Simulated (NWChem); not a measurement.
System: C2H7FOSi; SMILES C[Si@H](F)CO

```xyz
12

C     -0.9771     1.8728    -0.1365
Si     0.0800     0.4180     0.3590
F      1.5949     0.6889    -0.1874
C     -0.5668    -1.1703    -0.4211
O      0.1300    -2.2692     0.1118
H     -1.9956     1.7794     0.2728
H     -0.5464     2.8121     0.2431
H     -1.0539     1.9554    -1.2321
H      0.1696     0.2693     1.8385
H     -0.4532    -1.0785    -1.5223
H     -1.6614    -1.2215    -0.2309
H     -0.1676    -3.0689    -0.3326
```
Atoms are numbered in this order, from 1.

Results from NWChem. Pople sets run with spherical d functions. Coordinates come from a PBE0/def2-SVP optimisation. Not confirmed as a minimum by frequencies. Field at 589 nm.

Task: Predict the results for B3LYP/6-31G*. Quantities: isotropic polarisability (bohr³); anisotropy (bohr³).

Result: The isotropic polarisability (bohr³) is 45.7 and the anisotropy (bohr³) is 11.1.
